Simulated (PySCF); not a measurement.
Species: C₅H₃ClN (doublet state).
Structure used (GFN2-xTB), in Å, numbered top down from 1:
```xyz
10
C5H3ClN angstrom
C      1.476   -0.958    0.116
C      0.596    0.080   -0.090
C     -0.761   -0.033   -0.119
C     -2.034   -0.075    0.023
Cl    -2.826    0.192    1.580
C      1.116    1.387   -0.343
N      1.543    2.429   -0.541
H      1.115   -1.953    0.297
H      2.537   -0.787    0.107
H     -2.752   -0.277   -0.757
```

The hyperfine couplings belong to this conformer and change with its torsions.

The species is `C(/Cl)=[C]/C(C#N)=C` [radical].

Method used: UKS B3LYP, pcH-1 on C Cl H N, non-relativistic, mean-field spin-orbit, GIAO in PySCF 2.14.0. Geometry: GFN2-xTB; no solvent, vibrations or thermal averaging. The geometry wasn't refined by DFT: couplings that depend on bond lengths, twists or pyramidal angles can differ widely from those at the functional's own minimum. No stability test was run, so a lower SCF solution isn't excluded. ⟨S²⟩ is 0.784 where a pure state has 0.75.

Q: The isotropic 13C couplings are +65.9, +59.0, -50.6, -17.1, +15.0 MHz. Assign them to C1; C2; C3; C4; C6.

A: 
```
site  a_iso (MHz)  ρ(0) (bohr⁻³)                 position  distance from C1 (Å)  spin population  largest |T| (MHz)
  C1        +59.0        +0.0526  largest spin population                  0.00            +0.68              102.7
  C2        -50.6        -0.0450           1 bond from C3                  1.38            -0.24               29.3
  C3        +65.9        +0.0589         a main spin site                  2.43            +0.62               97.5
  C4        -17.1        -0.0151           1 bond from C3                  3.62            -0.09               10.3
  C6        +15.0        +0.0133          2 bonds from C3                  2.42            +0.04                2.8
```

ρ(0) is the spin density at the nucleus and T the dipolar tensor; a_iso includes a spin–orbit part. The Mulliken spin populations are largest on C1 (+0.68), C3 (+0.62), C2 (-0.24) and C4 (-0.09). The angles at C1 add up to 360.0°, so it is planar; its axial dipolar tensor and the negative couplings of its protons fit spin in a p orbital normal to that plane. Main spin sites, with 60 % or more of the largest population: C1, C3; positions count bonds from the nearest.

β density exceeds α density at some nuclei, such as C2 (-0.0450), C4 (-0.0151) and H9 (-0.0095), spin density in bohr⁻³. In a single determinant that takes different orbitals for the two spins, that is spin polarisation.

On one thread, Arm Neoverse V1 (aarch64), shared host with 32 logical CPUs at a one-minute load of 10, this took 43 s (grids of density and orbitals included) and 0.79 GiB of memory at its peak.
